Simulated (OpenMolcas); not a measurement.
# Rh⁷⁺: the spin-orbit constant, worked from levels

* Program: OpenMolcas 26.06
* Basis: ANO-R2 [7s5p4d2f1g]
* Scalar Hamiltonian: X2C, finite nucleus
* Active space: 2 electrons in 5 orbitals (4d)
* State averaging: 2S+1 = 3 even, 10 roots; 2S+1 = 1 even, 15 roots
* Spin-orbit coupling: state interaction with AMFI integrals over the reference wave functions, term energies averaged over their components

Methods: CASSCF; SS-CASPT2, IPEA 0.25 Eh, imaginary shift 0.1 Eh (closed shells correlated: 4s 4p).

**The spin-orbit constant.** For the Hund term ³F of d2, E(J) = (A/2) J(J+1) + constant and ζ = 2S·A = 2A. From J = 2 to J = 4 the energy changes by 7 A.

```csv
Source,E(4) - E(2),A,ζ
CASSCF,7133.5,1019.1,2038
SS-CASPT2,7195.9,1028.0,2056
```

All in cm-1. Both methods take the spin-orbit matrix elements from the reference wave functions, so the second can move ζ only through the term energies and any multistate remixing. Second-order mixing with other terms is absorbed into this ζ.

Term energies are means over components that CASPT2 splits; among the terms shown or strongly mixed into the levels shown the widest spread is 500 cm-1 (4d² ³F, SS-CASPT2). Without dynamic correlation excited terms often stand tens of per cent too high (terms of higher spin than the ground term too low), and those without a measured partner can miss by more than the paired ones (holds for CASSCF). Levels of configurations outside the active space are missing.
